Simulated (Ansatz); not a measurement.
Geometry optimisation, Ansatz, RKS B3LYP/def2-SVP.

Input file:

```yaml
crystal:
  periodic: [false, false, false]
  atoms:
    - { symbol: Ga, position_ang: [-0.038793, -0.179917, -0.112425] }
    - { symbol: H, position_ang: [-0.069405, -0.485707, 1.426143] }
    - { symbol: "N", position_ang: [1.559724, -0.039164, -0.978068] }
    - { symbol: H, position_ang: [2.458427, -0.144509, -0.522204] }
    - { symbol: H, position_ang: [1.663285, 0.186454, -1.961281] }
    - { symbol: "N", position_ang: [-1.57285, -0.144789, -1.106397] }
    - { symbol: H, position_ang: [-2.478742, -0.037635, -0.661974] }
    - { symbol: H, position_ang: [-1.591708, 0.236113, -2.047037] }
    - { symbol: S, position_ang: [-0.162098, 2.601838, 1.962906] }
    - { symbol: H, position_ang: [1.179781, 2.666409, 1.790489] }
    - { symbol: H, position_ang: [-0.118322, 1.233807, 2.153449] }
basis:
  gaussian: { orbitals: def2-SVP }
hamiltonian:
  xc: b3lyp
relax:
  f_tol: 0.03
  max_steps: 50
```

Run as:

```bash
$ ansatz run input.yaml --threads 4 --pin off --max-ram 5120MiB --backend cpu --events-out ev --progress --plain --runs-dir out
```

Task: Where does it end, and by what steps?

Result: It converged. After 18 steps the energy has fallen by 0.226 eV; H11 moved furthest, 1.33 Å.

```tsv
step	energy less start (eV)	largest force component (eV/Å)	accepted
0	0.0000	0.753	yes
1	-0.0672	0.356	yes
2	-0.0866	0.108	yes
3	-0.0980	0.161	yes
4	-0.0996	0.477	yes
5	-0.1003	0.473	yes
6	-0.1281	0.187	yes
7	-0.1208	0.758	no
8	-0.1416	0.067	yes
9	-0.1515	0.078	yes
10	-0.1669	0.155	yes
11	-0.1890	0.267	yes
12	-0.2064	0.235	yes
13	-0.2198	0.056	yes
14	-0.2221	0.049	yes
15	-0.2241	0.090	yes
16	-0.2245	0.054	yes
17	-0.2254	0.041	yes
18	-0.2257	0.014	yes
```

```xyz
11
Properties=species:S:1:pos:R:3
Ga -0.213 -0.452 -0.120
H -0.341 -1.361 1.137
N 1.394 0.377 -0.523
H 2.260 0.003 -0.145
H 1.564 0.762 -1.450
N -1.591 -0.185 -1.280
H -2.548 -0.424 -1.044
H -1.558 0.473 -2.051
S 0.204 2.702 1.781
H 0.905 1.997 0.840
H 0.752 2.000 2.799
```

Whether the end is a true minimum wasn't checked by a vibrational analysis.

The run took 37 s on 4 threads of Arm Neoverse V1, on a shared host, peak memory 0.28 GiB.
